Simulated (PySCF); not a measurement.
## Structure elucidation problem

The spectra below were simulated for a compound C$_{7}$H$_{14}$OSi.

$^{1}$H NMR (600 MHz, computed): δ 6.08 (d, 1H), 5.91 (br s, 1H), 5.59 (d, 1H), 5.38 (br s, 1H), 4.77 (q, 2H), 3.93 (q, 2H), 1.47 (t, 3H), 0.06 (t, 3H).

$^{13}$C{$^{1}$H} NMR (computed): δ 152.6 (CH), 147.7 (C), 131.3 (CH2), 121.1 (CH), 70.8 (CH2), 17.5 (CH3), -5.5 (CH3).

Averaged over atoms made equivalent by symmetry, fast rotation or ring inversion, isolated molecule, no relativistic terms, one computed conformer. Structure optimised with GFN2-xTB; GIAO PBE0/pcSseg-1 shieldings; PySCF 2.14.0 with density-fitted response routines.

Referencing at the same level of theory: TMS for $^{1}$H (σref 31.72) and $^{13}$C (σref 186.93).

Choose the structure that fits.
A. C=C(/C=C\OCC)[SiH2]C
B. CCC(=O)/C=C/[SiH](C)C
C. C=CC(=C)O[Si](C)(C)C
D. C=CC/C(=C/CC)O[SiH3]

Answers

A. 

- Rings plus π bonds: 2 (no ring in the answer).
- 7 carbon signals for 7 carbons: no two carbons are equivalent.
- Carbon types of the structure: 1 × C, 2 × CH, 2 × CH2, 2 × CH3, leaving 2 H on heteroatoms.
- δC 152.6: alkene carbon bearing oxygen; an sp2 carbon further deshielded by the attached heteroatom.
- δC 147.7: fully substituted alkene carbon; as expected for a trigonal carbon in a double bond.
- δC 131.3: terminal =CH2 carbon; the olefinic region.
- δC 121.1: β carbon of an enol-ether or enamine type C=C.
- δC 70.8: sp3 CH2 bonded to O; deshielded by the electronegative neighbour.

The others: C=CC(=C)O[Si](C)(C)C would give 5 carbon signals, not 7; CCC(=O)/C=C/[SiH](C)C would give 6 carbon signals, not 7; C=CC/C(=C/CC)O[SiH3] has carbons computed at 154.2, 148.3, 125.9, 118.9, 45.2, 23.3, 17.7, with a different DEPT pattern.

Shifts are as computed. Against solution values, carbons near 30 ppm lie about +3 ppm off and those near 130 ppm about +5 ppm. Of 1309 compounds with measured shifts, 239 miss one by over three times the rms of a fit or turn the order of signals round; such compounds aren't used in these exercises. No couplings were computed; multiplicities are counted from neighbouring protons, with m where these are inequivalent, close in shift, in a saturated or five-membered ring or joined by F or P, and br s for small geminal =CH2 splittings.
